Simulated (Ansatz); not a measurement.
Ansatz (an electronic-structure program) input (CCSD(T,full)/cc-pwCVTZ):
A basis named .json is the Basis Set Exchange file of that set.

Ansatz 0.2 input:
```yaml
crystal:
  periodic: [false, false, false]
  atoms:
    - {symbol: C, position_ang: [2.24262763, -0.00566667, 0.73043253]}
    - {symbol: C, position_ang: [1.09815362, -0.01679989, 0.05629366]}
    - {symbol: C, position_ang: [0.40367906, -1.29785959, -0.34622760]}
    - {symbol: C, position_ang: [-1.05031003, -1.27317105, -0.00696194]}
    - {symbol: C, position_ang: [-1.82999724, -0.02875553, -0.24675906]}
    - {symbol: C, position_ang: [-1.07008264, 1.22262835, 0.21737168]}
    - {symbol: C, position_ang: [0.36222219, 1.23479356, -0.33441142]}
    - {symbol: H, position_ang: [2.72315958, 0.92347931, 1.01274829]}
    - {symbol: H, position_ang: [2.73995314, -0.92335144, 1.02060320]}
    - {symbol: H, position_ang: [0.90007446, -2.16115611, 0.09976550]}
    - {symbol: H, position_ang: [0.51957306, -1.41040172, -1.44130895]}
    - {symbol: H, position_ang: [-1.56370876, -2.20647070, 0.18403412]}
    - {symbol: H, position_ang: [-2.03422368, 0.08031547, -1.32706362]}
    - {symbol: H, position_ang: [-2.80761766, -0.08498999, 0.23696869]}
    - {symbol: H, position_ang: [-1.02898070, 1.23544722, 1.30984975]}
    - {symbol: H, position_ang: [-1.60173557, 2.12306750, -0.09890164]}
    - {symbol: H, position_ang: [0.31361398, 1.29644264, -1.42940643]}
    - {symbol: H, position_ang: [0.90213684, 2.11660286, 0.01428380]}
basis:
  gaussian:
    orbitals: cc-pwCVTZ.json
magnetization: {spin_polarized: true, initial_magnetization: 1}
correlation: {method: ccsd_t, frozen_orbitals: {C: 0, H: 0}}
```

End of the output:

```
integrals: 15.42 GiB planned
2620 factors; integrals over basis functions are off by at most 1.1e-3 eV
3.99 GiB of device memory are held for the factors and their scratch space
mean field: 3.87 GiB planned
mean field evaluation 1: about -7382.9324 eV, gradient 2.9e1 eV
mean field evaluation 2: about -7382.9351 eV, gradient 2.9e1 eV
mean field evaluation 4: about -7388.2675 eV, gradient 4.4e0 eV
mean field evaluation 8: about -7388.4112 eV, gradient 2.2e-1 eV
mean field evaluation 16: about -7387.5349 eV, gradient 1.2e1 eV
mean field evaluation 32: about -7388.4129 eV, gradient 4.8e-3 eV
mean field -7388.41288323 eV, -271.5191654127 hartree, gradient 1.9e-6 eV, S^2 0.770107; 3 other end points of the search recorded, 0 dependent functions left out
reference -7388.41288323 eV, -271.5191654127 hartree; 27, 26 occupied and 428, 429 virtual orbitals, 2620 factors
second order -40.31398391 eV of doubles, -0.00000000 eV of singles
coupled cluster: 75.85 GiB planned
cycle   1  -41.35271546 eV  change    -1.0e0 eV  update   1.2e-1
cycle   2  -42.20767429 eV  change   -8.5e-1 eV  update   3.4e-2
cycle   3  -42.36765645 eV  change   -1.6e-1 eV  update   1.7e-2
cycle   4  -42.36010502 eV  change    7.6e-3 eV  update   5.9e-3
cycle   5  -42.36015196 eV  change   -4.7e-5 eV  update   3.1e-3
cycle   6  -42.36149267 eV  change   -1.3e-3 eV  update   1.4e-3
cycle   7  -42.36130264 eV  change    1.9e-4 eV  update   6.4e-4
cycle   8  -42.36126097 eV  change    4.2e-5 eV  update   2.9e-4
cycle   9  -42.36132329 eV  change   -6.2e-5 eV  update   1.1e-4
cycle  10  -42.36125885 eV  change    6.4e-5 eV  update   4.5e-5
perturbative correction -1.55986247 eV, -0.0573238886 hartree
Total energy: -7432.33400456 eV, -273.1332368507 hartree
```

It need not be the lowest isomer of its formula.
